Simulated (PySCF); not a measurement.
C₄H₃FN₂.
Geometry (GFN2-xTB, Å), atoms numbered from 1 in this order:
```xyz
10
C4H3FN2 angstrom
C     -2.0377    0.3846   -0.2697
N     -1.2431   -0.5833   -0.2437
C      0.0784   -0.6231   -0.5182
C      1.0310    0.0774    0.1344
F      0.6910    1.0273    1.0414
C      2.4085   -0.1499   -0.0386
N      3.5290   -0.3251   -0.2130
H     -3.0452    0.2235    0.0861
H     -1.7904    1.3756   -0.6523
H      0.3873   -1.4022   -1.2017
```

Level of theory: delta-SCF UKS SCAN, pcX-2 on the ionised atom, pcseg-1 elsewhere, spin-free X2C in PySCF. Vertical ΔSCF values, vacuum level as zero.

Some binding energies are withheld.

```
atom(s)                 bonded to  level  binding energy (eV)
     C1   N (double bond) and 2 H   C 1s               292.49
     C3  N, C (double bond) and H   C 1s                    ?
     C4  F, C (double bond) and C   C 1s               293.77
     C6     N (triple bond) and C   C 1s               292.29
     N2     C (double bond) and C   N 1s               406.09
     N7           C (triple bond)   N 1s                    ?
     F5                         C   F 1s                    ?
```

Fill in N 1s for N7.

404.94 eV (nitrile nitrogen). The other listed N 1s value is that of N2; the shift against it is -1.15 eV.

What is the C 1s binding energy of C3?

292.40 eV (vinylic carbon bearing nitrogen). The nearest listed C 1s value is that of C1; the shift against it is -0.09 eV.

What is the F 1s binding energy of F5?

693.56 eV (vinyl fluorine).

Lowest listed C 1s: C6, bonded to N (triple bond) and C. Highest, 1.48 eV above it: C4, bonded to F, C (double bond) and C. The widest gap between neighbouring values is 1.28 eV, between 292.49 and 293.77 eV. Summing the Pauling electronegativity differences to the bonded atoms, each weighted by its formal bond order, gives +1.47 for the lowest site and +1.43 for the highest; the largest sum, +1.47, belongs to C6, 1.48 eV below the top. The smallest sum, +0.14, belongs to C3, 0.11 eV above the lowest.

Which effective nuclear charge Zeff reproduces each element's mean 1s value in the hydrogen-like formula E = 13.606 eV × Zeff²?

C (Z = 6): mean 292.7 eV, Zeff = 4.64, Z − Zeff = 1.36; N (Z = 7): mean 405.5 eV, Zeff = 5.46, Z − Zeff = 1.54; F (Z = 9): mean 693.6 eV, Zeff = 7.14, Z − Zeff = 1.86. Means run over the listed sites, weighted by atom count.

Spin contamination (⟨S²⟩ against 0.75 for a pure doublet) is marked for C 1s of C1 (0.93), which makes this value less certain. The structure is a single GFN2-xTB conformer in the gas phase; no vibrational or solvent corrections.

Time: 54 s. Hardware: an Arm Neoverse V1 with one thread, no GPU, on a shared host.
